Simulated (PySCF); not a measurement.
A homologous series of growing length: n-germane amino/cyano. Isolated molecules, 0 K electronic values unless said otherwise. One relaxed conformer stands for each flexible species; it need not be the lowest. Strings in code marks are SMILES.

The four lowest singlet excitations (Tamm–Dancoff). All values below come from PBE-D3(BJ)/def2-TZVP // PBE0-D3(BJ)/def2-SVP run with PySCF 2.14.0. Excitations are Tamm–Dancoff values on a coarser integration grid. The basis has no diffuse functions, so Rydberg states are missing or too high.

```csv
state,energy (eV),wavelength (nm),oscillator strength
S1,5.13,242,0.010
S2,5.62,220,0.003
S3,6.66,186,0.046
S4,6.75,184,0.011
```

Task: Which member gives these states?
A) `N#[C][GeH2][GeH2][GeH2][GeH2][NH2]`
B) `N#[C][GeH2][GeH2][GeH2][GeH2][GeH2][NH2]`
C) `N#[C][GeH2][NH2]`

Result: C, `N#[C][GeH2][NH2]`
